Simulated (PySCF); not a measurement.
Compound: CH₇B₂FSi.
SMILES with atom numbers: `[CH3:1][B:2]([SiH3:3])[BH:4][F:5]` (hydrogens: H6, H7, H8 on C1; H9, H10, H11 on Si3; H12 on B4)

The calculation used PBE0-D3(BJ)/def2-SVP geometry optimisation, gas phase in PySCF 2.14.0.

(1) What internal coordinates does the optimisation give?

Answers

(1) 
```
                    bond  length (Å)   order
                   C1–B2       1.563  single
                  B2–Si3       2.033  single
                   B2–B4       1.684  single
                   B4–F5       1.330  single
                   C1–H6       1.112  single
            C1–H7, C1–H8       1.100  single
Si3–H9, Si3–H10, Si3–H11       1.500  single
                  B4–H12       1.221  single
```

Bonds in one row agree within 0.01 Å and their mean is given. Orders are formal, as drawn. A selection of angles:
```
     angle  degrees
  B2–C1–H6    102.3
  B2–C1–H7    115.6
  H6–C1–H7    105.7
  H7–C1–H8    110.3
 C1–B2–Si3    120.0
  C1–B2–B4    124.5
 Si3–B2–B4    115.3
 B2–Si3–H9    113.6
B2–Si3–H10    106.7
H9–Si3–H10    107.9
  B2–B4–F5    122.5
 B2–B4–H12    121.8
 F5–B4–H12    115.6
```

Torsions: C1–B2–B4–F5 -98° (anticlinal). The mirror-image conformer, all signs reversed, is as good.

B4 (three-coordinate boron) is planar (angles 122.5°, 121.8° and 115.6°, sum 359.9°, 0.02 Å off the plane of its three neighbours). Si3 (SiH3 silicon) is distorted tetrahedral (angles from 106.7° to 113.6°). B2 (three-coordinate boron) is planar (angles 124.5°, 120.0° and 115.3°, sum 359.9°, 0.04 Å off the plane of its three neighbours).

Point group: C1 (no symmetry element, even within 0.4 Å). No PBE0-D3(BJ)/def2-SVP frequencies stand behind this structure, so it isn't proved a minimum. One conformer, not necessarily the lowest.
